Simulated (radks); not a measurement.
Q: These are the eigenvalues of the occupied orbitals of an atom or ion with whole-number occupations (Ry). All-electron calculation, Dirac Kohn-Sham, PBE, spin-unpolarised, spherical densities, point nucleus. Program: a radial shooting solver on a logarithmic mesh with Libxc functionals.

1s1/2: -5261.307
2s1/2: -912.9362
2p1/2: -873.4649
2p3/2: -767.6595
3s1/2: -212.8547
3p1/2: -195.2673
3p3/2: -172.2953
3d3/2: -142.8048
3d5/2: -137.8227
4s1/2: -45.69555
4p1/2: -38.35266
4p3/2: -32.92476
4d3/2: -20.87180
4d5/2: -19.85894
5s1/2: -6.83017
4f5/2: -4.64054
5p1/2: -4.52228
4f7/2: -4.44141
5p3/2: -3.62839
5d3/2: -0.59646
5d5/2: -0.51261
6s1/2: -0.44707

Which element is it, and in what charge state? The configuration may be excited. Open shells, if any, are shared by 2j + 1.

A: Z = 75, rhenium, charge 0: Re in [Xe] 4f12 5d7 6s2. The list shows which subshells hold electrons but not how many an open one holds; the 1s level, -2630.7 hartree, gives Z - s = 72.5 by -(Z - s)^2/2, which with screening and relativity narrows Z to a few neighbours, and the depths of the outer levels then fix element, charge and occupations together.
